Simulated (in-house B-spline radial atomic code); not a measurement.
**PBE0 excitations of neutral beryllium**

Method: PBE0. Computed with a B-spline radial code for spherical atoms: linear response of the closed shell [He] 2s2 with the functional's adiabatic kernel; non-relativistic, point nucleus, no spin-orbit coupling, no double excitations, S, P, D and F terms only.

Command:
```bash
python run_td.py task.json out
```
Settings (radii: box in bohr, nucleus in fm):
```
Z                        4
electrons                4
configuration            [He] 2s2
hamiltonian              nr
method                   pbe0
box_radius               4.5
wall_radius              4.5
intervals                40
```

Run time, properties included: 0.1 s on 1 thread of Arm Neoverse N1 (shared host).

Confined states, up to the first strongly mixed one, which can leave gaps near the end. Labels give the largest channel, * marks a mixed state, and oscillator strengths are full-response dipole values. Semilocal kernels can invert the small singlet-triplet splittings of Rydberg terms. Energies in eV:

| state | full response | Tamm-Dancoff | oscillator strength |
| --- | --- | --- | --- |
| 2s → 2p 3P | 1.788 | 2.561 | - |
| 2s → 2p 1P | 6.482 | 7.027 | 0.962 |
| 2s → 3d 3D | 15.632 | 15.729 | - |
| 2s → 3d 1D | 17.402 | 17.410 | - |
| 2s → 3s 3S | 23.517 | 23.563 | - |
| 2s → 3p 3P | 24.442 | 24.482 | - |
| 2s → 3p 1P | ? | ? | ? |
| 2s → 3s 1S | 25.369 | 25.398 | - |
| 2s → 4f 3F | 27.697 | 27.754 | - |
| 2s → 4f 1F | ? | ? | - |

(1) Where does 2s → 4f 1F lie?

(2) Where does 2s → 3p 1P lie?

(3) How large is the singlet-triplet splitting of 2s → 2p (P terms) in Tamm-Dancoff?

(4) What polarisabilities and dispersion coefficient does the method give?

## Answers

(1) At 28.449 eV in full response, 28.465 eV in Tamm-Dancoff.

(2) At 24.973 eV in full response, 24.993 eV in Tamm-Dancoff, oscillator strength 0.794.

(3) 4.47 eV, from the unrounded values.

(4) Dipole 17.98 bohr³, quadrupole 47.05 bohr⁵, C6 62.19 hartree·bohr⁶ for two such species.
